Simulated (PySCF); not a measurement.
**Electric field gradients and quadrupole coupling constants**

Species: 2-(trifluoroacetyl)thiophene, C₆H₃F₃OS.
Z-matrix (Å and degrees, PBE0-D3(BJ)/def2-SVP geometry), rows numbered from 1:
```
O 
C   1  1.2064
C   2  1.4568  1  124.34
C   3  1.3841  2  130.43  1   179.03
C   4  1.4122  3  112.37  2  -179.66
C   5  1.3768  4  112.10  3     0.01
S   6  1.7054  5  112.72  4     0.00
C   2  1.5475  1  119.24  3  -179.96
F   8  1.3167  2  110.83  1     0.26
F   8  1.3363  2  110.49  1  -120.17
F   8  1.3362  2  110.62  1   120.78
H   4  1.0897  3  123.31  2     0.24
H   5  1.0903  4  124.33  3   179.95
H   6  1.0900  5  127.38  4  -179.92
```

Field gradients from the PBE0/pcSseg-1 density (PySCF, non-relativistic), principal values in atomic units, ordered |Vxx| ≤ |Vyy| ≤ |Vzz|:

```
atom      Vxx      Vyy      Vzz
  O1   0.5503   1.4134  -1.9637
  S7  -0.4794  -1.3273   1.8067
```

**Question.** Find the asymmetry η = (Vxx − Vyy)/Vzz and the couplings χ = eQV/h (234.96 MHz × Q in barn × V in au), with Q(17O) = −0.0256 b, Q(33S) = −0.0678 b.

**Answer.** 
```
atom            environment  nucleus     η  χzz (MHz)  χxx (MHz)  χyy (MHz)
  O1          ketone oxygen      17O  0.44      11.81      -3.31      -8.50
  S7  thiophene-type sulfur      33S  0.47     -28.78       7.64      21.14
```

The tensor is traceless: Vxx + Vyy + Vzz = 0.

**Question.** What is Vzz at O1 in SI units (1 au = 9.71736 × 10²¹ V/m²)?

**Answer.** -1.9637 au = -19.082 × 10²¹ V/m².

**Question.** And the gradient at the other heavy atoms, for which no coupling is worked out here?

**Answer.** 
```
atom                        environment  Vzz (au)     η
  C2             ketone carbonyl carbon     0.431  0.25
  C3        substituted aromatic carbon    -0.202  0.82
  C4                 aromatic CH carbon     0.319  0.15
  C5                 aromatic CH carbon     0.226  0.13
  C6  aromatic CH next to a ring sulfur    -0.275  0.33
  C8                         CF3 carbon    -0.432  0.07
  F9            fluorine of a CF3 group     2.906  0.04
 F10            fluorine of a CF3 group     2.876  0.04
 F11            fluorine of a CF3 group     2.877  0.04
```

Were the hydrogens deuterons (Q(2H) = 0.00286 b), χzz would run from 205 kHz (H12) to 207 kHz (H13 and H14).

Geometry: PBE0-D3(BJ)/def2-SVP, one conformer, isolated molecule. These gradients aren't converged with respect to the basis.

The run behind these numbers computed NMR shieldings as well. The run took 23 s wall, 57 s CPU on 2 threads, AMD EPYC 7B13 (x86_64), no GPU, on a shared host, and the process peaked at 1.8 GiB of memory.
